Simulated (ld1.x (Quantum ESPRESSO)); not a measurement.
palladium, TM: configuration errors across variants

* Element: palladium (Pd)
* Generator: ld1.x (Quantum ESPRESSO) 7.5
* Type: norm-conserving Troullier–Martins (Kleinman–Bylander form)
* Functional: PBEsol
* Relativity: scalar-relativistic
* Frozen core: [Kr]
* Valence charge: 10
* Reference configuration: 4d10 5s0
* Partial waves: 5s (bound, empty): rc 1.85 bohr; 5p channel at 0.05 Ry: rc 2.05 bohr; 4d (bound): rc 1.45 bohr
* Local potential: all-electron potential smoothed inside 1.40 bohr (lloc = -1)
* Core correction: a·sin(br)/r model core inside 1.00 bohr

All-electron excitation energies from the reference (eV): (1) 4d9 5s0 9.120; (2) 4d8 5s0 29.938; (3) 4d7 5s0 64.286; (4) 4d6 5s0 113.610; (5) 4d9 5s1 1.511; (6) 4d8 5s1 13.664; (7) 4d9.5 5s0 3.236.

Tests that are not counted but printed errors over 1 eV. “wave 5s (bound): rc 1.85 bohr becomes 5s (bound): rc 1.34 bohr”: 4d9 5s1 (solver errors, printed error -3.1 eV); 4d8 5s1 (solver errors, printed error -3.9 eV).

3 further variants failed, have other tests or too few solved ones, and are left out.

A true bound ghost makes a file unfit for plane-wave use even where its test errors are small: the radial tests pick states by their node count and pass the ghost by. Where a test does run into it, the solver fails or the error is huge.

Errors AE − PS in meV (a dash: test not solved or not reliable):

```tsv
change	(1)	(2)	(3)	(4)	(5)	(6)	(7)	bound ghosts
base	-18	-150	-549	-1395	-31	-135	-2.7	s, p
local potential all-electron potential smoothed inside 2.16 bohr (lloc = -1)	-27	-204	-706	-1720	-0.4	+539	-4.3	none
wave 5s (bound): rc 1.85 bohr becomes 5s (bound): rc 1.34 bohr	-18	-150	-548	-1395	–	–	-2.7	s, p
wave 5p channel at 0.05 Ry: rc 2.05 bohr becomes 5p channel at 0.05 Ry: rc 2.66 bohr	-18	-150	-548	-1395	-31	-135	-2.7	s, p
all radii but the core radius scaled by about 0.92 (s 1.70, p 1.90, d 1.34 bohr); local potential all-electron potential smoothed inside 1.30 bohr (lloc = -1)	-18	-148	-542	-1381	-25	-118	-2.6	s, p
wave 4d (bound): rc 1.45 bohr becomes 4d (bound): rc 1.92 bohr	-19	-153	-547	-1358	-30	-132	-2.9	s, p
wave 5p channel at 0.05 Ry: rc 2.05 bohr becomes 5p channel at 1.27 Ry: rc 2.05 bohr	-18	-150	-548	-1394	-31	-135	-2.7	s, p
core correction a·sin(br)/r model core inside 1.10 bohr	-18	-150	-548	-1394	-31	-135	-2.7	s, p
local potential all-electron potential smoothed inside 1.65 bohr (lloc = -1)	-20	-158	-573	-1448	-35	-171	-2.9	s
```

Q: Give the same row for: local potential the s channel.

A: -58, -382, -1203, -2694, -68, -277, -10; bound ghosts: p.
